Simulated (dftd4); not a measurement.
C2HCl3, charge -1, doublet, at a GFN2-xTB geometry (a state made from the parent by changing its charge; the spin is typed, not shown lowest); D4 for tpssh (dftd4 4.2.0).

Here is a job for dftd4.
```
$ dftd4 mol.xyz --func tpssh --charge -1 --json dftd4.json --noedisp

# file mol.xyz
6

Cl     2.22611663     0.55357703     0.15462765
C      0.96945753    -0.61913108    -0.06209815
C     -0.26929125    -0.35778945     0.36819423
Cl    -1.12701225     1.49269630    -0.33717137
Cl    -1.42499971    -1.61107533     0.10439553
H      1.33922314    -1.53684296    -0.50805756
```

The log (banner, timings and long lists left out):

```
                    ____  _____ _____     ____  _  _
      -------------|  _ \|  ___|_   _|---|  _ \| || |------------
     |             | | | | |_    | | ___ | | | | || |_           |
     |             | |_| |  _|   | ||___|| |_| |__   _|          |
     |             |____/|_|     |_|     |____/   |_|            |
     |             ===================================           |
     |            E. Caldeweyher, S. Ehlert & S. Grimme          |
     |          Mulliken Center for Theoretical Chemistry        |
     |                    University of Bonn                     |
      -----------------------------------------------------------

Rational (Becke-Johnson) damping: tpssh-D4-ATM
---------------------
  s6         1.0000
  s8         1.8590
  s9         1.0000
  a1         0.4429
  a2         4.6023
 alp        16.0000
--------------------

Dispersion energy:      -9.7782722519644E-03 Eh

[Info] JSON dump of results written to 'dftd4.json'
```
